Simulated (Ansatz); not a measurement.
Ansatz (a quantum-chemistry and plane-wave program) job for SnOF2, SMILES [O]=[Sn]([F])[F], PBE/def2-SVPD. Geometry: B3LYP-D3(BJ)/def2-SVP. The def2 effective core potentials stand for the cores of Sn; spin–orbit coupling is left out.

Ansatz 0.2 input:
```yaml
crystal:
  periodic: [false, false, false]
  atoms:
    - {symbol: Sn, position_ang: [0.00000000, 0.00000000, 0.10708096]}
    - {symbol: O, position_ang: [0.00000000, -0.00000000, 1.95206933]}
    - {symbol: F, position_ang: [0.00000000, 1.44828316, -1.16503348]}
    - {symbol: F, position_ang: [0.00000000, -1.44828317, -1.16503347]}
basis:
  gaussian:
    orbitals: def2-SVPD
hamiltonian:
  xc: {name: PBE}
```

Log of the run:

```
WARN ansatz: RAYON_NUM_THREADS=1 ignored (pool sized by the plan → 1); use --threads N
Functional definition: PBE
integrals: 0.04 GiB planned
908 factors; their error is unknown
mean field: 0.25 GiB planned
mean field evaluation 1: about -13283.4269 eV, gradient 9.0e1 eV
mean field evaluation 2: about -13101.1166 eV, gradient 2.1e2 eV
mean field evaluation 4: about -13298.1463 eV, gradient 2.1e1 eV
mean field evaluation 8: about -13299.6599 eV, gradient 3.0e-1 eV
mean field evaluation 16: about -13299.6338 eV, gradient 5.0e-4 eV
mean field -13299.63378894 eV, -488.7525269281 hartree, gradient 4.5e-5 eV, S^2 0.000000; 0 other end points of the search recorded, 0 dependent functions left out
reference -13299.63383141 eV, -488.7525284886 hartree; 24, 24 occupied and 77, 77 virtual orbitals, 908 factors
Total energy: -13299.63383141 eV, -488.7525284886 hartree
```

The calculation finished and met its thresholds.
